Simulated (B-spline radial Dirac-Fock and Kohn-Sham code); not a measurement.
# Te⁷⁺: L2-M23M23 lines in intermediate coupling

System: Te⁷⁺, configuration [Kr] 4d9.

Method: multi-electron Dirac-Fock with separately optimised hole states, Breit and Lamb-shift corrections added in first order. Computed with a radial finite-basis atomic code. The two-hole levels come from diagonalising the Coulomb interaction among the jj configurations; intensities are independent-particle Coulomb rates. Kinetic energies are from the vacuum level. Correlation energy is missing from these numbers. Open outer shells are spectators and are not coupled to the holes.

```
kinetic energy (eV)  J  leading jj holes (weight)  leading LS term (weight)  intensity (%)
             2698.9  0                M2M2 (0.99)                ³P0 (0.56)           23.8
             2754.0  2                M2M3 (0.99)                ¹D2 (0.74)           52.0
             2760.5  1                M2M3 (1.00)                ³P1 (1.00)           23.5
             2798.8  0                M3M3 (0.99)                ¹S0 (0.56)            0.2
             2810.2  2                M3M3 (0.99)                ³P2 (0.74)            0.4
```

The strongest line, by its leading LS label ¹D2, lies at 2754.0 eV. The mean weight of the leading component is 0.99 in jj and 0.72 in LS coupling, so jj labels describe these levels better.

Run: 55 s of CPU time on 1 thread of Neoverse-N1 (shared host), peak memory 0.42 GiB.
